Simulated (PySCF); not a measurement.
**Peak assignment**

Cartesian coordinates in Å; atom numbers follow the order of the lines, from 1:
```xyz
20

Si   -2.3423   -1.5270    0.3205
N    -1.4776   -0.0619   -0.1480
Si   -2.3374    1.3321   -0.8048
C    -0.0765   -0.0082   -0.0038
C     0.5958   -0.8622    0.8873
C     1.9799   -0.8099    1.0213
C     2.7329    0.0998    0.2816
C     2.0774    0.9558   -0.6013
C     0.6948    0.9008   -0.7481
H    -3.7208   -1.4131   -0.2316
H    -1.6507   -2.7223   -0.2454
H    -2.4318   -1.6972    1.8043
H    -3.7871    1.1106   -0.5453
H    -1.8705    2.5773   -0.1275
H    -2.1331    1.4965   -2.2780
H     0.0300   -1.5677    1.5016
H     2.4726   -1.4872    1.7232
H     3.8183    0.1413    0.3920
H     2.6480    1.6738   -1.1954
H     0.2117    1.5652   -1.4695
```

[PySCF 2.14: structure optimised with PBE0-D3(BJ)/def2-SVP; PBE/pcSseg-1 with gauge-including orbitals; isolated molecule; one computed conformer; no relativistic terms; fast rotation and ring inversion assumed for equivalent nuclei]

Chemical shifts δ = σref − σ; 13C and 1H against TMS, all at this level.

Problem. Assign these signals to the numbered atoms. 13C{1H} NMR (computed): δ 152.3, 131.6, 123.0, 120.6.

Solution. 
| δ (ppm) | atoms | environment | reason |
| --- | --- | --- | --- |
| 152.3 | C4 | aromatic carbon bearing nitrogen | an ipso carbon deshielded by its heteroatom |
| 131.6 | C6/C8 | aromatic CH | the aromatic region |
| 123.0 | C7 | aromatic CH | – |
| 120.6 | C5/C9 | aromatic CH | π donation from the O or N substituent raises the electron density at positions ortho and para to it |

Problem. Assign these signals to the numbered atoms. 1H NMR (400 MHz, computed): δ 7.23 (m, 2H), 6.94 (d, 2H), 6.91 (t, 1H), 5.07 (s, 6H).

Solution. 
| δ (ppm) | atoms | environment | reason |
| --- | --- | --- | --- |
| 7.23 | H17/H19 | hydrogen on an aromatic CH | it sits in the deshielding region of the aromatic ring current |
| 6.94 | H16/H20 | hydrogen on an aromatic CH | – |
| 6.91 | H18 | hydrogen on an aromatic CH | – |
| 5.07 | H10/H11/H12/H13/H14/H15 | hydrogen on a silicon bonded to N | – |

H16/H20 and H18 lie closer than the usual error of such a calculation, so a measured spectrum could show them in the other order.

Shifts are as computed. Against solution values, carbons near 30 ppm lie about +2 ppm off and those near 130 ppm about +2 ppm. Of 1211 compounds with measured shifts, 218 miss one by over three times the rms of a fit or turn the order of signals round; such compounds aren't used in these exercises. No couplings were computed; multiplicities are counted from neighbouring protons, with m where these are inequivalent, close in shift, in a saturated or five-membered ring or joined by F or P, and br s for small geminal =CH2 splittings.
